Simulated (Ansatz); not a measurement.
Relaxation of CH₇BClN (11 atoms, charge 0, multiplicity 1), to a largest force component of 0.03 eV/Å in at most 50 steps.

The calculation used Ansatz 0.2.0, RKS PBE/6-31G*.

```xyz
11
Properties=species:S:1:pos:R:3
B 0.039 -0.631 -0.143
H -0.500 0.803 1.712
H 1.145 -0.182 -0.024
Cl -1.071 0.044 -1.358
N -0.390 -1.796 0.644
H -1.330 -2.167 0.502
C 0.369 -2.393 1.728
H 0.419 -3.493 1.631
H 1.398 -2.001 1.708
H -0.066 -2.155 2.720
H -0.709 0.130 1.810
```

**Question.** Where does it end, and by what steps?

**Answer.** The forces met the threshold. The force dipped under the threshold on the way, but the program's further checks kept it going. After 20 steps the energy has fallen by 0.406 eV; H2 moved furthest, 1.32 Å.

```csv
step,energy less start (eV),largest force component (eV/Å),accepted
0,0.0000,2.209,yes
1,-0.2316,0.843,yes
2,-0.3186,0.383,yes
3,-0.3601,0.255,yes
4,-0.3830,0.102,yes
5,-0.3866,0.268,yes
6,-0.3932,0.289,yes
7,-0.3974,0.197,yes
8,-0.3999,0.016,yes
9,-0.3930,0.531,no
10,-0.4006,0.034,yes
11,-0.4013,0.122,yes
12,-0.4020,0.087,yes
13,-0.4032,0.006,yes
14,-0.4032,0.240,no
15,-0.4042,0.039,yes
16,-0.4049,0.110,yes
17,-0.4053,0.098,yes
18,-0.4059,0.045,yes
19,-0.4062,0.057,yes
20,-0.4064,0.015,yes
```

```xyz
11
Properties=species:S:1:pos:R:3
B 0.214 -0.992 -0.513
H -1.089 0.907 2.893
H 1.401 -0.831 -0.618
Cl -0.868 -0.324 -1.769
N -0.333 -1.685 0.569
H -1.346 -1.807 0.622
C 0.412 -2.299 1.662
H 0.246 -3.391 1.698
H 1.486 -2.116 1.510
H 0.120 -1.870 2.638
H -0.938 0.568 2.239
```

Run time: 55 s on 1 thread of Arm Neoverse V2 (shared host), peak memory 0.14 GiB.
